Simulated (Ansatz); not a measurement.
Relaxation of AlFH6O4Zr (13 atoms, charge 0, multiplicity 1), to a largest force component of 0.03 eV/Å in at most 50 steps.

These are results of RKS PBE/def2-SVP in Ansatz 0.2.0, not measurements.

```xyz
13
Properties=species:S:1:pos:R:3:forces:R:3
Zr 0.391 0.109 -0.196 0.30 0.34 0.62
F -1.242 0.926 2.402 -0.33 -0.20 -0.14
O 1.648 -0.204 -1.637 0.04 -0.07 -0.09
H 2.034 -0.693 -2.379 -0.04 0.06 0.09
O -0.998 1.260 -0.888 -0.05 0.04 -0.01
H -1.798 1.746 -1.129 0.05 -0.03 0.02
O -0.259 -1.610 0.404 -0.04 -0.05 0.02
H -0.821 -2.332 0.720 0.05 0.07 -0.02
O 1.471 1.048 1.267 -0.71 -0.30 -0.32
Al 2.963 1.549 1.966 0.11 0.08 0.04
H 4.303 0.725 1.633 -0.08 0.06 0.03
H 2.935 2.835 2.933 0.00 -0.13 -0.06
H -0.378 1.281 2.433 0.70 0.13 -0.16
```

Question: Where does it end, and by what steps?

Answer: The forces met the threshold. The force dipped under the threshold on the way, but the program's further checks kept it going. After 47 steps the energy has fallen by 2.301 eV; H4 moved furthest, 1.78 Å. Parted: F2–H13. Joined: Zr1–F2, O3–Al10, O9–H13.

| step | energy less start (eV) | largest force component (eV/Å) | accepted |
| --- | --- | --- | --- |
| 0 | 0.0000 | 0.709 | yes |
| 2 | -0.2348 | 0.380 | yes |
| 4 | -0.2837 | 0.232 | yes |
| 6 | -0.3226 | 0.398 | yes |
| 8 | -0.3420 | 0.370 | yes |
| 10 | -0.3554 | 0.058 | yes |
| 12 | -0.3709 | 0.466 | yes |
| 14 | -0.4809 | 1.507 | yes |
| 16 | -0.6050 | 0.553 | yes |
| 18 | -0.6336 | 0.212 | yes |
| 20 | -0.6421 | 0.162 | yes |
| 22 | -0.6547 | 0.278 | yes |
| 24 | -0.6644 | 0.120 | yes |
| 26 | -0.6789 | 0.353 | yes |
| 28 | -0.7325 | 0.796 | yes |
| 30 | -0.9718 | 1.197 | yes |
| 32 | -1.6783 | 1.538 | yes |
| 34 | -2.0853 | 0.533 | yes |
| 36 | -2.2344 | 0.592 | yes |
| 38 | -2.2850 | 0.295 | yes |
| 40 | -2.2863 | 0.328 | no |
| 42 | -2.2999 | 0.093 | yes |
| 44 | -2.3004 | 0.012 | yes |
| 46 | -2.3005 | 0.031 | yes |
| 47 | -2.3007 | 0.014 | yes |

```xyz
13
Properties=species:S:1:pos:R:3
Zr -0.258 0.293 0.487
F -1.532 1.062 1.732
O 1.772 0.644 -0.263
H 2.039 0.632 -1.195
O -1.008 0.956 -1.168
H -1.434 1.497 -1.846
O -0.481 -1.622 0.537
H -0.850 -2.456 0.213
O 1.178 0.811 2.073
Al 2.813 1.091 1.226
H 3.903 -0.037 1.555
H 3.216 2.647 1.229
H 0.893 1.121 2.948
```

Whether the end is a true minimum wasn't checked by a vibrational analysis.

Time of the run: 95 s on 4 threads of AMD EPYC 7B13 (Zen 3), with other jobs on the host, peak memory 0.23 GiB.
